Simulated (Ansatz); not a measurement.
`N[SiH2]O[SiH](N)Cl` and `N[SiH2]O[SiH2]N` differ in one atom or group.

Ansatz, PBE0-D4/def2-TZVP geometries, multiplicity 1. Each molecule was computed in one conformer, which needn't be the lowest.

| property | `N[SiH2]O[SiH](N)Cl` |
| --- | --- |
| LUMO energy (B3LYP/def2-TZVPP) / eV | 0.18 |
| size of the dipole moment (B3LYP/def2-TZVPP) / D | 2.90 |
| LUMO energy (PBE/def2-TZVPP) / eV | -0.34 |
| HOMO–LUMO gap (ωB97M-V/def2-TZVPP) / eV | 12.07 |
| HOMO energy (PBE0/def2-TZVPP) / eV | -7.79 |
| LUMO energy (PBE0/def2-TZVPP) / eV | 0.48 |

Question: Give the same properties after the change, and the shifts. (An estimate is asked.)

Answer: The calculation gave: 
```tsv
property	`N[SiH2]O[SiH2]N`	shift
LUMO energy (B3LYP/def2-TZVPP) / eV	0.33	0.15
size of the dipole moment (B3LYP/def2-TZVPP) / D	2.41	-0.49
LUMO energy (PBE/def2-TZVPP) / eV	-0.18	0.16
HOMO–LUMO gap (ωB97M-V/def2-TZVPP) / eV	12.09	0.02
HOMO energy (PBE0/def2-TZVPP) / eV	-7.63	0.16
LUMO energy (PBE0/def2-TZVPP) / eV	0.63	0.15
```

Dipoles are sizes alone; their direction can turn.

B3LYP here is the variant with VWN-RPA as its local correlation; programs differ in this.
